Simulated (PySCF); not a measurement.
How methods differ on the ionisation energy of Ba⁴³⁺

Ba⁴³⁺ [Ne] 3s2 3p1 (2P) → Ba⁴⁴⁺ [Ne] 3s2 (1S), as a difference of total energies. Computed with PySCF 2.14 in an even-tempered Gaussian basis (16 s from 8 bohr⁻², ratio 2.5; 10 p from 10 bohr⁻², ratio 2.5; 4 d from 42 bohr⁻², ratio 2.7; 4 f from 63 bohr⁻², ratio 2.7), with the non-relativistic Hamiltonian (point nucleus). Correlated levels: outer shells: 1s2 frozen; virtual orbitals above 40 to 60 times the deepest correlated orbital energy dropped. The calculations carry no spin-orbit coupling.

| method | ionisation energy (eV) |
| --- | --- |
| UHF | 3236.4 |
| LDA | 3238.4 |
| PBE | 3239.4 |
| PBE0 | 3239.0 |
| r2SCAN | 3238.6 |
| B2PLYP | 3238.6 |
| BP86 | 3239.9 |
| MP2 (outer shells) | 3236.6 |
| SCS-MP2 (outer shells) | 3236.4 |

A first-order spin-orbit estimate (lowest level to lowest level, LS coupling) adds 50.206 eV.

The gap to the reference is mostly relativistic.

First order in ζ underestimates the shift of j = l − 1/2 levels at high Z.

For comparison: 3363 ± 4 eV (theoretical estimate listed by NIST; NIST Atomic Spectra Database, ionization energies).
